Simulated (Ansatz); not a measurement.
Two structures of CH7GeN, singlet, reached by relaxing down either side of one saddle point (PBE0-D4/def2-TZVP). Energies are electronic, without zero-point energy. Program: Ansatz 0.2.0. Basis: def2-TZVPP and def2-QZVPP. Cores are frozen in the correlated methods. Filled d shells of the heavier atoms are correlated. The def2 sets are not built for correlating such inner shells, so the correlated values are less sure here. Extrapolation: Hartree–Fock as exp(−7.88 √X), correlation as X^−2.97. First:

Ge1  (-0.271, 0.097, 0.644)
N2  (1.466, -0.527, 0.703)
C3  (-0.819, 0.107, -1.223)
H4  (-0.194, 0.793, -1.797)
H5  (-0.440, 1.518, 1.244)
H6  (-1.101, -0.889, 1.487)
H7  (1.796, -0.722, 1.639)
H8  (2.136, 0.088, 0.261)
H9  (-0.717, -0.894, -1.642)
H10  (-1.858, 0.429, -1.317)
(Å)

Second:

```
10
angstrom
Ge -0.8645 0.1241 0.4949
N 1.5922 -0.1543 0.4010
C -1.5458 0.1068 -1.1481
H 1.7044 -0.2273 -0.6042
H -0.6314 1.4308 1.2608
H -0.9121 -1.1085 1.4042
H 1.9605 -0.9980 0.8258
H 2.1400 0.6340 0.7271
H -1.8241 -0.8219 -1.6285
H -1.6192 1.0142 -1.7329
```

Question: Which bonds change from the first to the second?

Answer: CH₇GeN ([CH3][GeH2][NH2]) → CH₄Ge ([CH2][GeH2]) + NH₃; bonds formed: N2–H4; bonds broken: Ge1–N2, C3–H4.

Question: Give the saddle point's structure and its height above each. (An estimate is asked for; the value comes from the calculation.)

Answer: The calculation gives: 2.605 eV above the first and 0.547 eV above the second (CCSD(T) at an estimated basis limit (MP2 extrapolated from triple and quadruple zeta, plus CCSD(T) − MP2 in triple zeta)).
```
10
angstrom
Ge -0.6690 0.1135 0.6919
N 1.2997 -0.1271 0.2974
C -0.8389 0.0253 -1.1813
H 0.7551 -0.1291 -0.7731
H -0.6781 1.4335 1.4879
H -0.9564 -1.0755 1.6299
H 1.7503 -0.9947 0.5712
H 1.9311 0.6479 0.4752
H -1.3973 -0.8366 -1.5487
H -1.1965 0.9428 -1.6504
```

T1 diagnostic: at most 0.014.

Labels in which every atom is bracketed show which atoms are joined, not bond orders.

For scale, one of the runs: CCSD(T)/def2-TZVPP, 208 basis functions, launched by `ansatz run in.yaml --threads 4 --pin off --events-out ev --progress --plain --max-ram 9574MiB`. Hardware: 4 CPU threads of an Arm Neoverse V1, shared host. Wall time 81 s; peak host memory 2.9 GiB.
